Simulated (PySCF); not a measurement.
Planning a geometry optimisation on `C=[CH][GeH2][GeH3]`.

Method: PBE0-D3(BJ)/def2-SVP geometry optimisation, gas phase (PySCF 2.14.0). Work: geometry optimisation from a GFN2-xTB start shaken at random, density fitting. The command runs a driver script over a list of jobs; the input below is this job's line of settings and its coordinates in Å.

Command:
```bash
OMP_NUM_THREADS=1 python probes_run.py task.json out
```

Input:
```
{"job": {"xc": "PBE0", "basis": "def2-SVP", "d3": "d3bj", "grid": 1, "shake": 0.01, "kind": "geom"}, "charge": 0, "multiplicity": 1}
C      1.747560    -1.133400     0.193520
C      1.577300     0.149200     0.556590
Ge    -0.134660     1.113580     0.468460
Ge    -1.843790    -0.141900    -0.507110
H      2.668360    -1.636810     0.230990
H      0.887130    -1.676390    -0.190510
H      2.450950     0.696280     0.932820
H      0.136510     2.423910    -0.257520
H     -0.465450     1.572790     1.895530
H     -1.429620    -1.097540    -1.563630
H     -2.929190     0.697300    -1.160360
H     -2.625420    -0.995300     0.480460
```

Hardware: Arm Neoverse V2, one thread (shared host). PySCF's memory limit was set to 1760 MB.

Q: How large is the basis?

A: 132 functions.

Q: How long does the run take?

A: About 1.7 min. The run took 12 energy-and-gradient evaluations and 76 SCF cycles, 8.5 s an evaluation on average.

Q: Estimate the peak memory.

A: About 0.53 GiB. Peak memory is the resident size of the whole Python process, interpreter and libraries included.

Q: At this speed, how long would 1000 such jobs take on 64 cores, one job a core?

A: 1000/64 gives 16 rounds of 1.7 min, about 27 min of wall time and 28 core-hours, if the jobs don't slow each other.

The output:
```
step   0  E = -4233.79300219  max force = 0.035475
step   1  E = -4233.80035138  max force = 0.009993
step   2  E = -4233.80079456  max force = 0.002162
step   3  E = -4233.80082940  max force = 0.001956
step   4  E = -4233.80088151  max force = 0.000566
step   5  E = -4233.80090047  max force = 0.000430
step   6  E = -4233.80092747  max force = 0.000931
step   7  E = -4233.80097931  max force = 0.001158
step   8  E = -4233.80108260  max force = 0.000931
step   9  E = -4233.80119557  max force = 0.000751
step  10  E = -4233.80126295  max force = 0.000357
step  11  E = -4233.80127744  max force = 0.000257
optimisation converged
```

Energies in Eh; «max force» is the largest Cartesian gradient component in Eh/bohr.

Times come from a shared host and carry two figures at best.

The run converged: final energy -4233.80128 Eh after 11 steps; dipole 0.69 D.
